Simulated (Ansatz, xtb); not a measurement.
# Relaxing a trial structure of Al2H7NSi

The starting geometry of this gas-phase singlet was built from a drawn formula by distance geometry and a force field; its bonds are those of `N[SiH]([AlH2])[AlH2]`.

```xyz
11

Al   -2.1606   -1.7867   -0.7906
Al    0.7498    0.5025    0.3779
N    -0.2196   -2.4254    1.8587
Si   -0.8959   -1.0373    1.1119
H     0.4929   -2.8112    1.2299
H     0.4312   -1.9886    2.6681
H    -1.8298   -0.3445    2.0138
H    -3.3612   -2.8546   -0.5370
H    -1.7869   -1.2659   -2.2255
H     0.7377    1.9952    0.8807
H     1.7990    0.0168   -0.6767
```

Task: Where would you expect an optimisation with r2SCAN-D4/def2-SVP to take it?

Result: It keeps its bonds, and is `N[SiH]([AlH2])[AlH2]`. Distances that change by over a tenth: N3–H6 (1.13 → 1.01 Å).

The energy falls by 0.67 eV over 36 steps:

| step | E − E(last) (eV) |
| --- | --- |
| 1 | 0.673 |
| 5 | 0.122 |
| 9 | 0.054 |
| 13 | 0.013 |
| 17 | 0.006 |
| 20 | 0.004 |
| 24 | 0.003 |
| 28 | 0.002 |
| 32 | 0.000 |
| 36 | 0.000 |

Final geometry (Å):

```xyz
11

Al   -2.2285   -1.6848   -0.7667
Al    0.8931    0.5601    0.2987
N    -0.1169   -2.3779    1.9825
Si   -0.7873   -1.0291    1.0983
H    -0.4512   -3.3227    1.8303
H     0.8493   -2.3755    2.2894
H    -1.7012   -0.1575    1.9399
H    -2.3568   -3.2106   -1.2218
H    -3.0362   -0.5728   -1.5738
H     0.4373    1.9101   -0.4158
H     2.4549    0.2608    0.4503
```

From the same start GFN2-xTB ends elsewhere, differing in Al1–Al2 (2.69 against 3.99 Å here), Al1–H10 (1.86 against 4.49 Å here), Al2–H9 (1.91 against 4.50 Å here).

No frequencies were run, so the end isn't proven a minimum. Run with Ansatz 0.2.0, 50 s on 2 threads of Intel(R) Xeon(R) 6975P-C (Granite Rapids), with other jobs on the host.
